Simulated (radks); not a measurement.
The numbers below are computed, except where a source is named.
Q: Ru2+, configuration [Kr] 4d6 (the NIST ground configuration). Code: a radial shooting solver on a logarithmic mesh with Libxc functionals. Model: Dirac Kohn-Sham, PBE, spin-unpolarised, spherical densities, point nucleus; open shells fill j = l - 1/2 first.

Spin-orbit splittings of the eigenvalues, e(l+1/2) - e(l-1/2), with zeta = 2 splitting/(2l+1) and mean radii in bohr:

| shell | occ. | splitting (eV) | zeta (eV) | <r> j=l-1/2 | <r> j=l+1/2 |
|---|---|---|---|---|---|
| 2p | 6 | 130.9 | 87.28 | 0.1236 | 0.1284 |
| 3p | 6 | 22.21 | 14.81 | 0.3956 | 0.4063 |
| 3d | 10 | ? | ? | 0.3821 | 0.3856 |
| 4p | 6 | 3.415 | 2.277 | 1.101 | 1.131 |
| 4d | 6 | 0.3719 | 0.1488 | 1.518 | 1.534 |

Estimate the 3d splitting.

A: 4.328 eV (zeta = 1.731 eV).
